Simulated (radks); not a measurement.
Values are calculated unless marked as measured or tabulated.
Polarisability of neutral phosphorus, [Ne] 3s2 3p3, at imaginary frequency. Code: a radial shooting solver on a logarithmic mesh with Libxc functionals. Model: non-relativistic Kohn-Sham, LDA (Slater exchange, VWN5 correlation), spin-polarised, spherical densities, point nucleus; open shells are filled with parallel spins first. Response by self-consistent Sternheimer equations with the Hartree and adiabatic LDA kernel.

w (hartree),alpha1(iw) (bohr^3)
0.00266,27.88
0.0143,27.83
0.0360,27.54
0.0697,26.64
0.118,24.67
0.186,21.32
0.280,16.83
0.413,11.98
0.605,7.641
0.892,4.371
1.35,2.254
2.12,1.051
3.59,0.4413
6.94,0.1572
17.5,0.03473

Static values: alpha1 = 27.89 bohr^3 (4.132 angstrom^3; uncoupled 41.93). C6 = 207.7, triple-dipole C9 = 4212 atomic units. One-pole (London) frequency 4 C6 / (3 alpha1^2) = 0.356 hartree, against 0.231 for minus the highest occupied eigenvalue. The dipole shielding factor is 1.000, as the force sum rule N/Z = 1.000 demands. Recommended static value: 25 bohr^3 (Schwerdtfeger and Nagle, 2023 table).
